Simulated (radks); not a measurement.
Results of a calculation; reference values are marked as such.
Ionisation of neutral boron, [He] 2s2 2p1, to B+, [He] 2s2, under several functionals. Scalar-relativistic Kohn-Sham, spin-polarised, spherical densities, finite nucleus; open shells are filled with parallel spins first; a radial shooting solver on a logarithmic mesh with Libxc functionals.

LDA (Slater exchange, Perdew-Wang correlation): E(B) (hartree) -24.35987; Exc (hartree) -3.53759; IE (eV) 8.573; -e(HOMO) (eV) 4.096; <r> HOMO (bohr) 2.233; IE error (eV) +0.275
MS2 meta-GGA: E(B) (hartree) -24.66482; Exc (hartree) -3.87235; IE (eV) 8.310; -e(HOMO) (eV) 3.922; <r> HOMO (bohr) 2.258; IE error (eV) +0.012
PBE: E(B) (hartree) -24.61300; Exc (hartree) -3.81303; IE (eV) 8.486; -e(HOMO) (eV) 4.019; <r> HOMO (bohr) 2.255; IE error (eV) +0.188
RPBE: E(B) (hartree) -24.66750; Exc (hartree) -3.87148; IE (eV) 8.447; -e(HOMO) (eV) 3.991; <r> HOMO (bohr) 2.269; IE error (eV) +0.149
LDA (Slater exchange, Perdew-Zunger correlation): E(B) (hartree) -24.35924; Exc (hartree) -3.53669; IE (eV) 8.562; -e(HOMO) (eV) 4.075; <r> HOMO (bohr) 2.236; IE error (eV) +0.264
SOGGA: E(B) (hartree) -24.45077; Exc (hartree) -3.63885; IE (eV) 8.326; -e(HOMO) (eV) 3.902; <r> HOMO (bohr) 2.260; IE error (eV) +0.028

NIST Atomic Spectra Database: 8.298 eV (measured). Closest: MS2 meta-GGA. The Delta-SCF values span 0.26 eV, the total energies 0.31 hartree. The highest occupied level is 2p. Open shells are spherical and high-spin; term and fine-structure splittings are not resolved.
